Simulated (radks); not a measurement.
Results of a calculation; reference values are marked as such.
Valence configurations of neutral silver (all share [Kr]). Level of theory: Dirac Kohn-Sham, PBEsol, spin-unpolarised, spherical densities, point nucleus; open shells fill j = l - 1/2 first (a radial shooting solver on a logarithmic mesh with Libxc functionals). Energies are relative to 4d10 5s1; eigenvalues in eV.

| valence | E (eV) | e(4d3/2) | e(4d5/2) | e(5p1/2) | e(5s1/2) |
|---|---|---|---|---|---|
| 4d10 5s1 | 0.000 | -7.793 | -7.235 | - | -4.422 |
| 4d9.5 5s1.5 | 1.650 | -9.387 | -8.810 | - | -5.009 |
| 4d10 5s0.5 5p0.5 | 1.874 | -8.792 | -8.231 | -1.278 | -5.112 |
| 4d9.5 5s1 5p0.5 | 3.675 | -10.319 | -9.739 | -1.514 | -5.641 |
| 4d9 5s2 | 3.813 | -11.050 | -10.452 | - | -5.591 |
| 4d10 5p1 | 3.827 | -9.663 | -9.100 | -1.713 | - |
| 4d9.5 5s0.5 5p1 | 5.773 | -11.150 | -10.567 | -1.925 | -6.184 |
| 4d9 5s1 5p1 | 8.223 | -12.724 | -12.121 | -2.154 | -6.692 |

NIST lists [Kr] 4d10 5s1 as the ground configuration; this level of theory agrees among the configurations tried. The energies are those of spherical spin-averaged densities, not of single terms.
